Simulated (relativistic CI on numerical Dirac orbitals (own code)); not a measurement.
## Ho³⁸⁺: sensitivity of the levels to the model

Base calculation: Dirac-Coulomb-Breit CI, orbitals from a KLI potential per configuration, model QED (radiative potential, 1s self-energy scaled to tabulated hydrogen-like ionisation energies), unscaled Slater integrals.

Configuration list (outside the closed core [Ar]): 3d10.4s, 3d10.4p, 3d10.4d, 3d10.4f, 3d10.5s, 3d10.5p, 3d10.5d, 3d10.5f, 3d10.5g, 3d10.6s, 3d10.6p, 3d10.6d, 3d9.4s2, 3d10.6f, 3d10.7s, 3d9.4s.4p, 3d10.8s, 3d9.4s.4d, 3d9.4s.4f, 3d9.4s.5s, 3d9.4s.5p, 3d9.4s.5d, 3d9.4s.5f. Double excitations out of closed p, d and f shells are left out; levels of such configurations are missing from the list, as are those of other unlisted configurations, and high levels can miss mixing partners.

Variants: (1) one mean potential for all configurations; (2) non-relativistic limit. Shifts of the energy above 3d10.4s 2S_1/2, in eV, for the lowest level and the first level of each name with at least 55 % of one term (blank where a level changes its place among those of its configuration and J or its character, or is not in the variant):

```csv
Level,Base,Δ(1),Δ(2)
3d10.4s 2S_1/2,0.00,0.00,0.00
3d10.4p 2P°_1/2,80.90,+0.02,-8.39
3d10.4p 2P°_3/2,140.54,+0.02,-68.02
3d10.4d 2D_3/2,268.48,+0.01,-72.11
3d10.4d 2D_5/2,281.05,+0.01,-84.68
3d10.4f 2F°_5/2,417.98,-0.08,-83.91
3d10.4f 2F°_7/2,420.76,-0.08,-86.69
3d10.5s 2S_1/2,716.51,-0.06,-44.39
3d10.5p 2P°_1/2,755.61,-0.04,-47.97
3d10.5p 2P°_3/2,783.32,-0.03,-75.68
3d10.5d 2D_3/2,843.74,-0.05,-77.49
3d10.5d 2D_5/2,849.77,-0.05,-83.52
3d10.5f 2F°_5/2,910.17,-0.08,-83.19
3d10.5f 2F°_7/2,911.84,-0.08,-84.86
3d10.5g 2G_7/2,940.84,-0.08,-83.41
3d10.5g 2G_9/2,941.49,-0.07,-84.06
3d10.6s 2S_1/2,1070.86,-0.04,-62.29
3d10.6p 2P°_1/2,1092.53,0.00,-64.10
3d10.6p 2P°_3/2,1107.71,-0.02,-79.28
3d10.6d 2D_3/2,1141.03,-0.02,-80.21
3d10.6d 2D_5/2,1144.41,-0.03,-83.59
3d9.4s2 2D_5/2,1168.59,+1.38,+104.91
```

At this charge energies of transitions that change n are usually good to better than 1 %, and those within a shell (Δn = 0) to a few per cent.

Ionisation energy from the two ground configurations alone: base 1772.74 eV. The NIST ASD value (semi-empirical) is 1773.6 eV.

LS names give the leading component of a level, which can be under half, so a name can repeat, a term be missing and a line seem to break the LS rules.
